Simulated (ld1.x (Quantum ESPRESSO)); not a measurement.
**Ag (Z = 47): excitation energies, all-electron against RRKJ**

silver (Ag), norm-conserving RRKJ (Kleinman–Bylander form), made with ld1.x (Quantum ESPRESSO) 7.5 (LDA (PZ), fully relativistic). Core [Ar] 3d10 4s2, reference 4p6 4d10 5s1 5p0. Waves: 4p (bound): rc 1.40 bohr; 4d (bound): rc 1.30 bohr; 5s (bound): rc 2.78 bohr. Local part: the s channel. Core correction: Bessel-smoothed model core inside 1.10 bohr. rho0 = 0.02.

Open shells are filled in proportion to 2j + 1 (rel_dist='average').

Energies are relative to the spin-unpolarised reference configuration 4p6 4d10 5s1 5p0; without spin polarisation the order of configurations can differ from experiment.

Q: Give the all-electron excitation energy and the error of the potential for: 4p6 4d10 5s0 5p0; 4p6 4d9 5s0 5p0; 4p6 4d8 5s0 5p0; 4p6 4d9 5s1 5p0; 4p6 4d7 5s0 5p0; 4p6 4d10 5s0 5p1; 4p6 4d10 5s0.5 5p0.

A:

```tsv
valence configuration	charge	ΔE all-electron (eV)	error AE − PS (meV)
4p6 4d10 5s0 5p0	+1	8.104	-7.8
4p6 4d9 5s0 5p0	+2	30.489	-96
4p6 4d8 5s0 5p0	+3	66.920	-456
4p6 4d9 5s1 5p0	+1	13.381	-63
4p6 4d7 5s0 5p0	+4	118.842	-1144
4p6 4d10 5s0 5p1	0	4.017	-485
4p6 4d10 5s0.5 5p0	+0.5	3.187	-1.3
```

These tests converged, but a pseudo level misses the all-electron one widely, so the file describes the atom poorly there or has found another state: 4p6 4d9 5s0 5p0: empty 5p by 2.0 eV; 4p6 4d8 5s0 5p0: empty 5p by 3.2 eV (a node warning on the way); 4p6 4d7 5s0 5p0: empty 5p by 4.6 eV.
